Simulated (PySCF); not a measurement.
## Two-photon absorption: SMILES CSC=C=CC=O, C₅H₆OS

Geometry:
```json
{"atom": "C1", "x (Å)": "2.000", "y (Å)": "0.670", "z (Å)": "-0.190"}
{"atom": "S2", "x (Å)": "2.024", "y (Å)": "-0.961", "z (Å)": "-0.978"}
{"atom": "C3", "x (Å)": "0.416", "y (Å)": "-1.555", "z (Å)": "-0.563"}
{"atom": "C4", "x (Å)": "-0.455", "y (Å)": "-0.909", "z (Å)": "0.143"}
{"atom": "C5", "x (Å)": "-1.323", "y (Å)": "-0.195", "z (Å)": "0.815"}
{"atom": "C6", "x (Å)": "-2.273", "y (Å)": "0.702", "z (Å)": "0.157"}
{"atom": "O7", "x (Å)": "-3.069", "y (Å)": "1.398", "z (Å)": "0.734"}
{"atom": "H8", "x (Å)": "1.825", "y (Å)": "0.554", "z (Å)": "0.876"}
{"atom": "H9", "x (Å)": "2.975", "y (Å)": "1.113", "z (Å)": "-0.366"}
{"atom": "H10", "x (Å)": "1.222", "y (Å)": "1.280", "z (Å)": "-0.639"}
{"atom": "H11", "x (Å)": "0.242", "y (Å)": "-2.544", "z (Å)": "-0.953"}
{"atom": "H12", "x (Å)": "-1.388", "y (Å)": "-0.250", "z (Å)": "1.895"}
{"atom": "H13", "x (Å)": "-2.201", "y (Å)": "0.699", "z (Å)": "-0.948"}
```

Level of theory: TDDFT CAM-B3LYP/def2-SVPD excited states, vertical, gas phase in PySCF 2.14.0. Geometry: GFN2-xTB.

Question: Give the one- and two-photon strengths of the lowest singlets.

Answer: δ for parallel linear polarisation; σ at the peak of a Lorentzian of half width 0.1 eV, single beam; Ω is circular over linear.
| state | E (eV) | f | photon λ (nm) | δ (au) | σ (GM) | Ω | main |
| --- | --- | --- | --- | --- | --- | --- | --- |
| S1 | 3.57 | 0.000 | 694 | 0.35 | 0.00 | 1.18 | HOMO→LUMO 0.76, HOMO−1→LUMO 0.18 |
| S2 | 4.15 | 0.000 | 598 | 0.46 | 0.00 | 1.43 | HOMO−1→LUMO 0.69, HOMO→LUMO 0.17 |
| S3 | 5.56 | 0.000 | 446 | 2.89 | 0.03 | 1.42 | HOMO→LUMO+2 0.65, HOMO→LUMO+3 0.10 |
| S4 | 5.89 | 0.074 | 421 | 61.2 | 0.78 | 1.00 | HOMO→LUMO+1 0.76, HOMO−2→LUMO 0.14 |
| S5 | 6.10 | 0.825 | 406 | 148 | 2.02 | 0.69 | HOMO−2→LUMO 0.78, HOMO→LUMO+1 0.12 |

Among these, the strongest one-photon state is S5, the strongest two-photon state S5, with a dipole change of 1.8 D (relaxed, norm of the difference vector).
